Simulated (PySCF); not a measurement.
Orbital picture of KTe

PBE0 at R = 3.189 Å; PySCF, scalar-relativistic core potentials, basis sets K def2-SVP, Te def2-SVP with ECP28. State: ²Π (doublet), unpaired electrons π ↑. Only the outer orbitals are listed, counted within each symmetry, core potentials removing the inner ones.

| spin | orbital | occ. | ε (eV) | on K (%) | main shells (%) |
| --- | --- | --- | --- | --- | --- |
| α | 7σ | 1 | -39.15 | 100 | 100 K s |
| α | 4π | 1 | -21.63 | 100 | 100 K p |
| α | 4π | 1 | -21.60 | 100 | 100 K p |
| α | 8σ | 1 | -21.52 | 99 | 99 K p |
| α | 9σ | 1 | -14.50 | 2 | 98 Te s |
| α | 5π | 1 | -5.51 | 3 | 97 Te p |
| α | 10σ | 1 | -4.91 | 11 | 89 Te p, 8 K s |
| α | 5π | 1 | -4.49 | 4 | 96 Te p |
| α | 11σ | 0 | -1.53 | 96 | 78 K s, 18 K p |
| α | 6π | 0 | 0.20 | 99 | 97 K p |
| α | 6π | 0 | 0.28 | 98 | 96 K p |
| β | 7σ | 1 | -39.15 | 100 | 100 K s |
| β | 4π | 1 | -21.63 | 100 | 100 K p |
| β | 4π | 1 | -21.61 | 100 | 100 K p |
| β | 8σ | 1 | -21.52 | 100 | 100 K p |
| β | 9σ | 1 | -13.52 | 3 | 97 Te s |
| β | 10σ | 1 | -4.57 | 13 | 86 Te p, 11 K s |
| β | 5π | 1 | -4.16 | 5 | 95 Te p |
| β | 5π | 0 | -2.22 | 9 | 91 Te p |
| β | 11σ | 0 | -1.55 | 95 | 74 K s, 20 K p |
| β | 6π | 0 | 0.26 | 98 | 95 K p |

Question: Which are the highest filled and the lowest empty level, where do they sit, and how wide is the gap?

Answer: Highest filled β 5π at -4.16 eV (in %: 95 Te p); lowest empty β 5π at -2.22 eV (in %: 91 Te p); the gap at PBE0 is 1.94 eV. Both belong to one degenerate shell, split only by its one-sided filling, so this is no excitation gap.

```json
{
 "bond order (Mayer)": "0.72",
 "⟨S²⟩": "0.753",
 "charge on K (Mulliken, basis-dependent)": "0.60",
 "charge on K (Löwdin, basis-dependent)": "0.38",
 "dipole moment (positive dipole means K(−)Te(+))": "-10.62 D",
 "polarisability along the bond": "112.3 bohr³",
 "polarisability across the bond": "54.4 bohr³"
}
```

Spin–orbit coupling is left out. The state was picked by a PBE0 search and need not be the measured ground state.
